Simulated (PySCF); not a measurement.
**Excitation energy of Cu⁺ by level of theory**

Cu⁺ [Ar] 3d10 (1S) → Cu⁺ [Ar] 3d9 4s1 (3D), as a difference of total energies. All numbers are calculated (PySCF 2.14, the non-relativistic Hamiltonian (point nucleus), in def2-TZVPPD). Correlated levels: valence: [Ar] frozen; valence and next inner shell: [Ne] frozen. The calculations carry no spin-orbit coupling.

```json
{"method": "UHF", "excitation energy (eV)": "1.188"}
{"method": "LDA", "excitation energy (eV)": "3.641"}
{"method": "PBE", "excitation energy (eV)": "3.298"}
{"method": "PBE0", "excitation energy (eV)": "2.948"}
{"method": "r2SCAN", "excitation energy (eV)": "2.881"}
{"method": "PBEsol", "excitation energy (eV)": "3.416"}
{"method": "TPSSh", "excitation energy (eV)": "3.068"}
{"method": "MP2 (valence)", "excitation energy (eV)": "3.938"}
{"method": "SCS-MP2 (valence)", "excitation energy (eV)": "3.654"}
{"method": "MP2 (valence and next inner shell)", "excitation energy (eV)": "4.488"}
{"method": "SCS-MP2 (valence and next inner shell)", "excitation energy (eV)": "4.088"}
```

Q: Estimate what MN15 gives.

A: 3.771 eV, closest to SCS-MP2 (valence) among the rows shown.

Q: Estimate what BP86 gives.

A: 3.276 eV, closest to PBE among the rows shown.

These non-relativistic numbers lack the scalar-relativistic shift.

Errors of the correlated levels include the incompleteness of this basis and the frozen core.

For comparison: 2.808 eV (measured; NIST levels, between the centres of gravity of the two terms).
